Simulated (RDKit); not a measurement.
A run for RDKit: MMFF94 on F2H6O2Si3 (SMILES F[Si](F)(O[SiH3])O[SiH3]).

```python
from rdkit import Chem
from rdkit.Chem import AllChem, rdDetermineBonds

blocks = [
'''13

F     0.81735819    2.30110719   -0.37404115
Si    0.15975096    0.92551943   -0.88110791
F     0.38008290    0.87869504   -2.46946332
O    -1.42525200    0.91240437   -0.55012520
Si   -2.58880922    0.03950541    0.27810532
O     0.91279904   -0.32912979   -0.17734765
Si    2.32993742   -0.89743097    0.50663745
H    -2.70310231   -1.32510784   -0.30537182
H    -3.87599938    0.76608819    0.13973380
H    -2.20981961   -0.06427198    1.71443483
H     2.44477882   -0.38442982    1.89866222
H     3.49808561   -0.44192068   -0.29582199
H     2.26028956   -2.38112856    0.51580542
''',
]
mol = None
for b in blocks:
    f = Chem.MolFromXYZBlock(b)
    rdDetermineBonds.DetermineBonds(f, charge=0)
    mol = f if mol is None else Chem.CombineMols(mol, f)
Chem.SanitizeMol(mol)
print(Chem.MolToSmiles(Chem.RemoveHs(mol)))
ff = AllChem.MMFFGetMoleculeForceField(mol, AllChem.MMFFGetMoleculeProperties(mol), nonBondedThresh=100.0, ignoreInterfragInteractions=False)
e = ff.CalcEnergy()
print(f'MMFF94 energy {e:.6f} kcal/mol')
```

The log:

```
F[Si](F)(O[SiH3])O[SiH3]
MMFF94 energy -133.431641 kcal/mol
```

The run finished.

Cost: about 0.04 core-seconds (a rough figure).
